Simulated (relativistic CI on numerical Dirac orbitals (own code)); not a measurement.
# Transition arrays of I XII

Computed by Dirac-Coulomb-Breit CI, KLI orbitals optimised for each configuration, model QED (radiative potential, 1s self-energy scaled to tabulated hydrogen-like ionisation energies), valence Slater integrals scaled by 0.9, whole transition arrays (own radial code, finite nucleus).

CI space (outside the closed core [Ar] 3d10 4s2): 4p6.4d6, 4p6.4d5.4f, 4p5.4d7, 4p6.4d5.5p, 4p6.4d5.5f. Levels of other configurations are missing.

All E1 lines from the levels of 4p6.4d6; mean and standard deviation are weighted by gf, and upper levels are sorted by their leading configuration.

| Upper configuration | Lines | Σgf | Mean (eV) | Mean (nm) | σ (eV) | Strongest line (nm) |
| --- | --- | --- | --- | --- | --- | --- |
| 4p6.4d5.4f | 6198 | 1749.2 | 109.59 | 11.313 | 2.87 | 11.309 |
| 4p5.4d7 | 922 | 185.6 | 111.74 | 11.095 | 4.94 | 11.102 |
| 4p6.4d5.5p | 3313 | 214.4 | 99.45 | 12.467 | 5.36 | 11.313 |
| 4p6.4d5.5f | 5470 | 6.9 | 155.49 | 7.974 | 2.92 | 7.857 |

Σgf per state of the lower configuration in bins of 0.1 nm over the central range (centre: value): 10.65: 0.07, 10.75: 0.13, 10.85: 0.19, 10.95: 0.34, 11.05: 0.52, 11.15: 1.16, 11.25: 2.10, 11.35: 3.33, 11.45: 0.91, 11.55: 0.17, 11.65: 0.12, 11.75: 0.07, 11.85: 0.06, 11.95: 0.04, 12.45: 0.04, 12.55: 0.06, 12.65: 0.12, 12.75: 0.15, 12.85: 0.18, 12.95: 0.09.

**Question.** How do configuration mixing and the scaling of the Slater integrals move the arrays?

**Answer.** Slater scale 0.9, no configuration mixing: 4p6.4d5.4f 104.7 ± 4.6 eV (Σgf 1360.2), 4p5.4d7 96.4 ± 7.8 eV (Σgf 475.0), 4p6.4d5.5p 96.7 ± 2.3 eV (Σgf 173.2), 4p6.4d5.5f 156.4 ± 2.5 eV (Σgf 11.7); Slater scale 1: 4p6.4d5.4f 111.8 ± 3.0 eV (Σgf 1843.4), 4p5.4d7 113.8 ± 5.6 eV (Σgf 145.1), 4p6.4d5.5p 99.0 ± 5.5 eV (Σgf 198.1), 4p6.4d5.5f 155.5 ± 3.2 eV (Σgf 9.5); Slater scale 0.8: 4p6.4d5.4f 107.4 ± 2.7 eV (Σgf 1717.4), 4p5.4d7 109.3 ± 4.8 eV (Σgf 201.3), 4p6.4d5.5p 97.8 ± 3.6 eV (Σgf 192.4), 4p6.4d5.5f 155.5 ± 2.7 eV (Σgf 4.9). With mixing, levels are counted to their leading configuration, so an array can shrink or vanish into another, and the sums then hold other lines.
